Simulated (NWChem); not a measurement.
System: CdHF; SMILES [F][CdH]

```xyz
3

Cd    -0.2957    -0.1824     0.0000
H     -0.6719    -1.7724     0.0000
F      0.1492     1.6976     0.0000
```
Atoms are numbered in this order, from 1.

All runs: NWChem. Structure relaxed at the PBE0/def2-SVP level. def2 effective core potentials on Cd; no spin-orbit coupling. B3LYP is NWChem's, with the RPA form of VWN correlation. Vertical excitations in the gas phase.

Q: What does the run give for B3LYP/def2-SVPD, TDA? Quantities: lowest excitation, singlet (eV); oscillator strength of that lowest state; lowest triplet (eV); orbital gap (eV).

A: 
```yaml
lowest excitation, singlet (eV): 6.86
oscillator_strength_of_that_lowest_state: 0.010
lowest triplet (eV): 5.94
orbital gap (eV): 8.03
```
